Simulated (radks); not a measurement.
The numbers below are computed, except where a source is named.
Problem. Species: Se. Configuration: [Ar] 3d10 4s2 4p4. Level of theory: non-relativistic Kohn-Sham, r2SCAN, spin-polarised, spherical densities, point nucleus; open shells are filled with parallel spins first; meta-GGA in the generalised Kohn-Sham scheme; hard spherical wall at 2 bohr (a radial shooting solver on a logarithmic mesh with Libxc functionals). Some entries of the table are withheld. Estimate them.

| orbital | occ. | eigenvalue (eV) | <r^2> (bohr^2) |
|---|---|---|---|
| 1s up | 1 | -12274.25 | 0.002714 |
| 1s down | 1 | -12273.54 | 0.002713 |
| 2s up | 1 | -1520.958 | 0.04709 |
| 2s down | 1 | -1520.796 | 0.04708 |
| 2p up | 3 | -1357.655 | 0.03657 |
| 2p down | 3 | -1357.087 | 0.03658 |
| 3s up | 1 | -164.6445 | 0.4021 |
| 3s down | 1 | -164.0857 | 0.4021 |
| 3p up | 3 | -108.3101 | 0.4282 |
| 3p down | 3 | -107.6140 | 0.4274 |
| 3d up | 5 | -9.3560 | 0.5071 |
| 3d down | 5 | -8.4611 | 0.5004 |
| 4s up | 1 | 41.4234 | 1.600 |
| 4s down | 1 | 45.0589 | 1.595 |
| 4p up | 3 | 62.3445 | 1.621 |
| 4p down | 1 | 66.0186 | 1.617 |
| 4d up | 0 | (1) | (2) |
| 4d down | 0 | (3) | (4) |
| 5s up | 0 | 233.9655 | 1.601 |
| 5s down | 0 | 236.5127 | 1.590 |
| 5p up | 0 | 253.5478 | 1.560 |
| 5p down | 0 | 256.1975 | 1.549 |

Solution. 
(1) 4d up eigenvalue (eV): 100.6110
(2) 4d up <r^2> (bohr^2): 1.576
(3) 4d down eigenvalue (eV): 104.1470
(4) 4d down <r^2> (bohr^2): 1.576
